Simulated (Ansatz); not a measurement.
Ga(PH3)Cl3 (GaPH₃Cl₃) was relaxed with r2SCAN-D4 (def2-SVP) in Ansatz in these states: charge +1 doublet, neutral singlet. The geometries follow in no particular order.

A:

```xyz
8

Ga    1.173   -0.599   -0.292
P    -0.991    0.504    0.252
H    -2.150   -0.309    0.282
H    -1.422    1.536   -0.616
H    -1.100    1.157    1.504
Cl    0.669   -1.459   -2.209
Cl    1.348   -1.956    1.380
Cl    2.473    1.127   -0.300
```

B:

| atom | x (Å) | y (Å) | z (Å) |
| --- | --- | --- | --- |
| Ga1 | -0.7666 | 0.7827 | 0.4117 |
| P2 | 0.8093 | -0.8343 | -0.4364 |
| H3 | 1.5551 | -1.5005 | 0.5633 |
| H4 | 1.7905 | -0.2978 | -1.3016 |
| H5 | 0.2214 | -1.8802 | -1.1847 |
| Cl6 | 0.3456 | 2.2636 | 1.5720 |
| Cl7 | -2.2095 | -0.2663 | 1.6697 |
| Cl8 | -1.7458 | 1.7328 | -1.2941 |

Task: Judge from the bond lengths which geometry belongs to which state (an estimate).

Result: A is the neutral singlet (Ga1–P2 2.488 Å, Ga1–Cl6 2.161 Å, Ga1–Cl8 2.161 Å); B is the charge +1 doublet (Ga1–P2 2.412 Å, Ga1–Cl6 2.186 Å, Ga1–Cl8 2.184 Å).
